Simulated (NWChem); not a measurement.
System: C2H4OS; SMILES O=CCS

```xyz
8

O     -0.3943     2.1210    -0.1346
C     -0.2304     1.0316     0.3386
C      0.8595     0.0781    -0.0860
S      0.1796    -1.5453    -0.5509
H     -0.9051     0.6342     1.1427
H      1.6048    -0.0362     0.7178
H      1.3659     0.4875    -0.9718
H     -0.0411    -1.9911     0.7050
```
Atoms are numbered in this order, from 1.

All runs: NWChem. Structure relaxed at the PBE0/def2-SVP level. Atomic charges in e: unrestrained fits to the electrostatic potential beside Mulliken populations; buried atoms are poorly determined by the fit.

Problem. Estimate the computed values for B3LYP/def2-SVP. Quantities: ESP O1; Mulliken O1; ESP C2; Mulliken C2; ESP C3; Mulliken C3; ESP S4; Mulliken S4; relative RMS misfit of the potential (%).

Solution. The ESP O1 comes out as -0.44. The Mulliken O1 is -0.19 and the ESP C2 is 0.45. The Mulliken C2 is 0.15. The ESP C3 is 0.06 and the Mulliken C3 is -0.09. The ESP S4 is -0.29 and the Mulliken S4 is -0.06. The relative RMS misfit of the potential (%) is 29.
